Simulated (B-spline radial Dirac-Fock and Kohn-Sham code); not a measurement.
Ni⁴⁺ 2p3/2: cross section and angular parameters

System: Ni⁴⁺, configuration 1s2 2s2 2p6 3s2 3p6 3d6; threshold 936.5 eV (orbital energy of the model). These are calculated numbers from a radial B-spline solver; the model is Dirac-Hartree-Slater photoionisation with a Latter tail; cross sections with all multipoles, angular parameters from the dipole term and its interference with E2.

Input file task.json (cfg lists n, l and occupation; rrms is the nuclear radius in fm):

```json
{"items": [{
  "Z": 28,
  "q": 4,
  "cfg": [[1, 0, 2], [2, 0, 2], [2, 1, 6], [3, 0, 2], [3, 1, 6], [3, 2, 6]],
  "A": 58,
  "rrms": 3.7757,
  "do": "xps",
  "hv": [98.8, 113.0, 168.0, 200, 246.0, 268.0, 282.0, 300, 400, 468.0, 531.0, 568.0, 762.0, 800, 1130.0, 1253.6, 1390.0, 1670.0, 1980.0, 2984.4, 3160.0, 3690.0, 4100.0, 4320.0, 6000, 6280.0, 6450.0, 9330.0, 15000]
}]}
```

Command: `python xray2_run.py task.json out`

For linearly polarised light dσ/dΩ = σ/(4π) [1 + β P₂(cos θ) + (δ + γ cos²θ) sin θ cos φ], with θ from the polarisation vector and φ the angle between the beam and the projection of the electron momentum on the plane normal to the polarisation.

```
hν (eV)  σ (kb)      β       γ      δ
   1130     404  1.311  -0.071  0.013
 1253.6     311  1.398   0.010  0.017
   1390       ?      ?       ?      ?
   1670     145  1.469   0.248  0.026
   1980    90.3  1.460   0.389  0.031
 2984.4    27.2  1.362   0.716  0.050
   3160    22.9  1.343   0.758  0.054
   3690    14.3  1.285   0.872  0.065
   4100    10.3  1.243   0.947  0.073
   4320    8.73  1.220   0.984  0.078
   6000    3.05  1.068   1.192  0.115
   6280    2.62  1.046   1.219  0.121
   6450    2.40  1.033   1.234  0.124
   9330   0.700  0.846   1.427  0.185
  15000   0.135  0.609   1.620  0.294
```

Q: Give the values at 1390 eV.

A: σ = 238 kb, β = 1.443, γ = 0.095, δ = 0.021.
